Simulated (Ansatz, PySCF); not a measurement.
Sites of protonation at heteroatoms (carbon was not tried) of N=C=O:

A. N=C=O [isocyanic acid] + H+ → [NH2+]=C=O
B. N=C=O [isocyanic acid] + H+ -> N=C=[OH+]

Quantity: proton affinity (electronic energy difference), kcal/mol. Geometries: B3LYP-D3(BJ)/def2-TZVP minima from Ansatz (a first-principles code). Correlated levels leave the core frozen unless marked. No spin-orbit coupling. Non-relativistic. Basis-set limits of correlation are two-point, X^-3; Hartree-Fock from the larger set. Positive means that the reaction releases energy.

```
   PBE/def2-TZVPD (Ansatz)  BP86-D4/def2-TZVPD (PySCF + dftd4)  RI-MP2/aug-cc-pVTZ (Ansatz)  CCSD(T)/CBS(cc-pVTZ,cc-pVQZ) (Ansatz)
-  -----------------------  ----------------------------------  ---------------------------  -------------------------------------
A                    176.5                               176.9                        177.7                                      …
B                    158.9                               159.4                        160.1                                      …
```

### Question
Fill in the missing entries.

### Answer

- A, CCSD(T)/CBS(cc-pVTZ,cc-pVQZ) (Ansatz): 179.5
- B, CCSD(T)/CBS(cc-pVTZ,cc-pVQZ) (Ansatz): 162.7
